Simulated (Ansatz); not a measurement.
The same path of BrH2OSi (5 atoms, charge 0, multiplicity 2) was run twice with different band settings. Lost on the way: O1–H4. Made: Si2–H4.

Computed with UKS B3LYP-D4/def2-SVP in Ansatz 0.2.0.

Relaxed end points:

```xyz
5
Properties=species:S:1:pos:R:3
O -1.203 0.039 -0.131
Si 0.402 0.484 -0.154
Br 1.768 -1.318 -0.031
H -1.510 -0.576 -0.811
H 0.594 1.297 1.086
```

```xyz
5
Properties=species:S:1:pos:R:3
O -1.327 -0.337 0.977
Si -0.061 0.080 -0.030
Br 1.650 -1.351 -0.045
H -0.642 0.137 -1.400
H 0.430 1.398 0.457
```

Common settings: climbing image yes; spring 5.0 eV/Å²; optimiser quadratic models (default); start path through a guess of the saddle point; force threshold 0.05 eV/Å; end points relaxed.

| run | movable images | iteration limit |
| --- | --- | --- |
| 1 | 7 | 59 |
| 2 | 2 | 60 |

What does each run give, and how far can it be trusted?

Run 1: converged after 11 iterations, highest image 2.073 eV above the first end. A vibrational analysis at the climbing image gives one clearly imaginary mode, 1569i cm⁻¹: a first-order saddle point.
Run 2: converged after 11 iterations, highest image 2.073 eV above the first end. Neighbouring images differ by up to 1.8 eV, so the band resolves the path poorly. Another band between the same ends (7 images) ends at a top of the same energy, where a vibrational analysis finds 1 clearly imaginary mode. So few images can step over the top or miss a turn of the path.
